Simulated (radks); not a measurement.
Results of a calculation; reference values are marked as such.
Initial-state core-level shifts of the rhodium ion Rh+ when its valence configuration changes from [Kr] 4d8. Code: a radial shooting solver on a logarithmic mesh with Libxc functionals. Model: Dirac Kohn-Sham, PBEsol, spin-unpolarised, spherical densities, finite nucleus; open shells fill j = l - 1/2 first; Fermi nuclear charge, rms radius 4.4945 fm. Shifts are changes of the shell-averaged eigenvalues in eV (positive: less bound); the change of the density at the nucleus, which sets a Mossbauer isomer shift, is in e/bohr^3, on a base of 1.208e+05.

valence,1s,3p,4s,4p,density at nucleus
4d7.5 5p0.5,-2.679,-2.762,-2.633,-2.553,+1.18
4d7 5p1,-5.446,-5.619,-5.314,-5.142,+2.64
4d6 5p2,-11.218,-11.581,-10.779,-10.389,+6.41
4d6 5s2,-8.740,-9.116,-8.306,-7.931,+51.74
4d7 5s1,-4.145,-4.332,-4.005,-3.834,+23.14
4d5.5 5s2 5p0.5,-11.825,-12.290,-11.172,-10.680,+56.99
4d7 5s0.5 5p0.5,-4.803,-4.982,-4.666,-4.495,+13.05
4d5 5p3,-17.467,-18.012,-16.504,-15.859,+10.95
